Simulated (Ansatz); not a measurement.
Start from `NB(O)F` and change one atom or group to get `NB(F)[O][GeH3]`.

Ansatz, PBE0-D4/def2-TZVP geometries, multiplicity 1. Each molecule was computed in one conformer, which needn't be the lowest.

Scalar relativity is left out up to krypton.

```json
{"property": "size of the dipole moment (PBE/def2-TZVPP) / D", "`NB(O)F`": "3.50"}
{"property": "LUMO energy (ωB97M-V/def2-TZVPP) / eV", "`NB(O)F`": "1.72"}
{"property": "HOMO energy (B3LYP/def2-TZVPP) / eV", "`NB(O)F`": "-7.87"}
{"property": "HOMO energy (ωB97M-V/def2-TZVPP) / eV", "`NB(O)F`": "-10.53"}
{"property": "HOMO–LUMO gap (ωB97M-V/def2-TZVPP) / eV", "`NB(O)F`": "12.25"}
{"property": "LUMO energy (PBE0/def2-TZVPP) / eV", "`NB(O)F`": "0.40"}
```

**Question.** What does the change do to each property? (Estimate.)

**Answer.** Ansatz gave: 
```csv
property,`NB(F)[O][GeH3]`,shift
size of the dipole moment (PBE/def2-TZVPP) / D,0.89,-2.61
LUMO energy (ωB97M-V/def2-TZVPP) / eV,1.84,0.12
HOMO energy (B3LYP/def2-TZVPP) / eV,-7.56,0.31
HOMO energy (ωB97M-V/def2-TZVPP) / eV,-10.18,0.35
HOMO–LUMO gap (ωB97M-V/def2-TZVPP) / eV,12.02,-0.23
LUMO energy (PBE0/def2-TZVPP) / eV,0.24,-0.16
```

With PBE0 the HOMO rises by 0.31 eV and the LUMO falls by 0.16 eV, so the gap narrows by about 0.47 eV. PBE moves the HOMO by 0.25 eV and ωB97M-V by 0.35 eV. Dipoles are sizes alone; their direction can turn.

B3LYP here is the variant with VWN-RPA as its local correlation; programs differ in this.
